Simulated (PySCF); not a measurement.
# H: excitation energy

H 1s1 (2S) → H 2p1 (2P), as a difference of total energies. Calculation: PySCF 2.14, in dyall-av2z (7s2p, 13 functions); no relativity, point nucleus. The calculations carry no spin-orbit coupling.

| method | excitation energy (eV) |
| --- | --- |
| UHF | 11.570 |
| LDA | 10.734 |
| PBE | 10.947 |
| PBE0 | 11.094 |
| r2SCAN | 11.132 |
| r2SCANh | 11.175 |
| wB97X-V | 11.318 |
| TPSS | 11.000 |
| ROHF | 11.570 |

The promoted electron is Rydberg-like, and one or two diffuse shells describe it only roughly, which tends to raise the upper state.

In the upper state the promoted electron has a positive orbital energy at LDA, PBE, r2SCAN, TPSS, so the basis confines it.

For comparison: 10.199 eV (measured; NIST levels, between the centres of gravity of the two terms).
